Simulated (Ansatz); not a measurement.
Program: Ansatz. Geometries: PBE0-D4/def2-TZVP. ΔE: electronic, gas phase. CBS: MP2 limit from def2 TZ/QZ plus the TZ coupled-cluster correction, frozen cores. This one scheme is used for every species. Functionals use def2-TZVPP. B3LYP here is the variant with VWN-RPA as its local correlation; programs differ in this. For Ge outer-core shells are correlated without core-valence functions, which leaves a few kJ/mol of doubt a bond. Scalar relativity is left out up to krypton. One conformer a species, not always the lowest.

Consider the formal exchange of groups at the Si–O bond: `N[SiH2][O][GeH3]` + `[SiH3]Cl` → `N[SiH2][SiH2]Cl` + `[OH][GeH3]`.

| level | ΔE (kcal/mol) | difference from CCSD(T)/CBS |
| --- | --- | --- |
| PBE-D4 | 24.2 | -6.6 |
| r2SCAN-D4 | 29.3 | -1.5 |
| PBE0-D4 | 26.3 | -4.5 |
| B3LYP-D4 | 29.9 | -0.9 |
| ωB97X-V | 29.9 | -0.9 |
| ωB97M-V | 31.2 | 0.4 |
| B2PLYP | 31.9 | 1.1 |
| PBE | 24.7 | -6.1 |
| r2SCAN | 29.4 | -1.4 |
| PBE0 | 26.7 | -4.1 |
| B3LYP | 30.7 | -0.1 |
| HF/def2-TZVPP | 36.8 | 6.0 |
| MP2/def2-TZVPP | 32.8 | 2.0 |
| SCS-MP2/def2-TZVPP | 33.6 | 2.8 |
| CCSD/def2-TZVPP | 32.1 | 1.3 |
| CCSD(T)/def2-TZVPP | 31.4 | 0.6 |
| HF/def2-QZVPP | 37.3 | 6.5 |
| MP2/def2-QZVPP | 32.6 | 1.8 |
| SCS-MP2/def2-QZVPP | 33.4 | 2.6 |
| HF/CBS(def2) | 37.4 | 6.6 |
| MP2/CBS(def2) | 32.2 | 1.4 |
| CCSD/CBS(def2) | 31.5 | 0.7 |
| CCSD(T)/CBS | 30.8 | 0 |

Largest T1 diagnostic among the species: 0.012.

In def2-TZVPP, CCSD(T) changes the Hartree–Fock value by −5.4 kcal/mol (the triples alone add −0.7 kcal/mol) and MP2 by −4.0 kcal/mol. The D4 term adds −0.8 kcal/mol with B3LYP and −0.4 kcal/mol with PBE0; it sums over pairs of atoms, weighted by their polarisabilities, and B3LYP, whose exchange is more repulsive, gets the larger term.
